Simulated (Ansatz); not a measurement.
```yaml
crystal:
  periodic: [true, true, true]
  atoms:
    - {symbol: Cs, position_ang: [1.130176, -0.248670, 1.633462]}
    - {symbol: Cs, position_ang: [-1.130203, 0.248661, -1.633443]}
    - {symbol: Br, position_ang: [-0.202899, -2.842228, -0.292090]}
    - {symbol: Br, position_ang: [-1.938130, 1.421651, 1.557890]}
    - {symbol: Br, position_ang: [2.141055, 1.420586, -1.265809]}
basis:
  gaussian: {orbitals: def2-SVPD}
magnetization: {spin_polarized: true, initial_magnetization: 1}
hamiltonian: {xc: {name: r2SCAN0}}
scf: {omitted_lower_state_checks: [starts]}
output: {forces: true}
```

```sh
$ ansatz run in.yaml --threads 4 --pin off --events-out ev --progress --plain --max-ram 4787MiB
```

It prints (some lines left out):

```
Error: YAML parse error: error: line 2 column 3: crystal: missing field `lattice` (a structure is typed as `lattice` and `atoms`, a molecule's as `atoms` in Å alone, or read from a run's directory, `checkpoint`)
 --> <input>:2:3
1 | crystal:
2 |   periodic: [true, true, true]
3 |   atoms:
4 |     - {symbol: Cs, position_ang: [1.130176, -0.248670, 1.633462]}
```

In this input the species is marked periodic without a cell. The input was rejected before any iteration.
